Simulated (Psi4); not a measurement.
Two rigid molecules brought together: C2H6 ··· CH3Br (SMILES CC and CBr). Monomers: optimised at B3LYP-D3(BJ) (def2-TZVP), held rigid. Orientation: a random orientation, not optimised. R is the distance of the centres of mass, along which the second monomer moves.

Geometry at R = 4.39 Å (first 8 atoms: monomer A):
```
13

C      0.7630    -0.0058     0.0145
C     -0.7630     0.0058    -0.0145
H      1.1796     0.0506    -0.9931
H      1.1443    -0.9178     0.4781
H      1.1556     0.8409     0.5812
H     -1.1443     0.9178    -0.4780
H     -1.1796    -0.0508     0.9931
H     -1.1556    -0.8408    -0.5813
C      2.6525    -3.7070     2.0464
Br     0.9497    -4.0699     1.1517
H      3.1392    -2.8993     1.5115
H      3.2436    -4.6152     2.0089
H      2.4322    -3.4238     3.0695
```

PBE/def2-TZVP, counterpoise-corrected (Psi4); PBE-D3(BJ)/def2-TZVP, counterpoise-corrected (Psi4); PBE0-D3(BJ)/def2-TZVP, counterpoise-corrected (Psi4); SAPT0/jun-cc-pVDZ, frozen core (Psi4).

Interaction energies in kcal/mol; the last columns give the difference from SAPT0:

```csv
R / Å,PBE/def2-TZVP,PBE-D3(BJ)/def2-TZVP,PBE0-D3(BJ)/def2-TZVP,SAPT0/jun-cc-pVDZ,PBE/def2-TZVP − SAPT0/jun-cc-pVDZ,PBE-D3(BJ)/def2-TZVP − SAPT0/jun-cc-pVDZ,PBE0-D3(BJ)/def2-TZVP − SAPT0/jun-cc-pVDZ
3.81,0.86,-0.45,-0.33,0.69,0.17,-1.14,-1.02
4.00,0.18,-0.93,-0.82,0.01,0.18,-0.94,-0.83
4.19,-0.14,-1.08,-0.98,-0.30,0.16,-0.78,-0.69
4.39,-0.28,-1.05,-0.97,-0.41,0.13,-0.64,-0.56
4.58,-0.31,-0.95,-0.88,-0.42,0.11,-0.53,-0.46
4.79,-0.29,-0.81,-0.75,-0.38,0.09,-0.43,-0.37
5.11,-0.23,-0.59,-0.55,-0.29,0.07,-0.30,-0.26
5.41,-0.16,-0.42,-0.40,-0.22,0.06,-0.20,-0.18
5.91,-0.08,-0.24,-0.23,-0.14,0.05,-0.10,-0.09
6.58,-0.03,-0.11,-0.11,-0.07,0.04,-0.04,-0.04
7.62,-0.01,-0.04,-0.04,-0.03,0.02,-0.01,-0.01
8.91,0.00,-0.02,-0.02,-0.01,0.01,0.00,0.00
```

PBE/def2-TZVP is furthest from SAPT0/jun-cc-pVDZ at 4.00 (0.18 kcal/mol, above); its mean absolute difference over the points is 0.09 kcal/mol.

PBE-D3(BJ)/def2-TZVP is furthest from SAPT0/jun-cc-pVDZ at 3.81 (-1.14 kcal/mol, below); its mean absolute difference over the points is 0.43 kcal/mol.

PBE0-D3(BJ)/def2-TZVP is furthest from SAPT0/jun-cc-pVDZ at 3.81 (-1.02 kcal/mol, below); its mean absolute difference over the points is 0.38 kcal/mol.
